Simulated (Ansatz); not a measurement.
The same atomization along the group F, Cl, Br, I.

Gas-phase electronic energies from Ansatz, PBE0-D4/def2-TZVP geometries. CBS: MP2 limit from def2 TZ/QZ plus the TZ coupled-cluster correction, frozen cores. This one scheme is used for every species, atoms too. No spin–orbit coupling; open shells (•) take unrestricted orbitals. Spin–orbit coupling would lower the free atoms: a little for C, Cl, F; clearly for Br; strongly for I. Elements past krypton have def2 core potentials. Bonds to Br, I are less sure, by a few kJ/mol each and by 10 to 20 or more in all where they break to atoms, as the def2 sets lack core-valence functions. Scalar relativity is left out up to krypton.

(1) Order these by ΔE at CCSD(T)/CBS, lowest first. (Best estimate.)
A. `CC(C)(C)I` → 4 C• + I• + 9 H•
B. `CC(C)(C)Br` → 4 C• + Br• + 9 H•
C. `CC(C)(C)F` → 4 C• + F• + 9 H•
D. `CC(C)(C)Cl` → 4 C• + Cl• + 9 H•

Largest T1 diagnostic: 0.010, for `CC(C)(C)F`.

Answers

(1) A (+54.86 eV), B (+55.38 eV), D (+55.81 eV), C (+57.17 eV).

For atomizations the MP2-based limit and the directly extrapolated one differ by several kJ/mol either way, and by 10 to 25 for some Ge, Se and Sn compounds, so smaller differences from it don't rank the levels.
